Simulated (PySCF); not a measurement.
diphosphane (H₄P₂), SMILES PP. Geometry: PBE-D3(BJ)/def2-TZVP.

Give the equilibrium geometry at PBE-D3(BJ)/def2-TZVP (PySCF confirms it by a frequency run) as bond lengths and angles, and its point group. (Estimate from the structure and the level; the computed values follow.)

point group C2h.
Atoms: P1 P2 H3 H4 H5 H6. Bond lengths (Å): P1–P2 2.250, P1–H3 1.434, P1–H4 1.434, P2–H5 1.434, P2–H6 1.434. Angles (°): P2–P1–H3 93.0, P2–P1–H4 93.0, H3–P1–H4 91.2, P1–P2–H5 93.0, P1–P2–H6 93.0, H5–P2–H6 91.2.
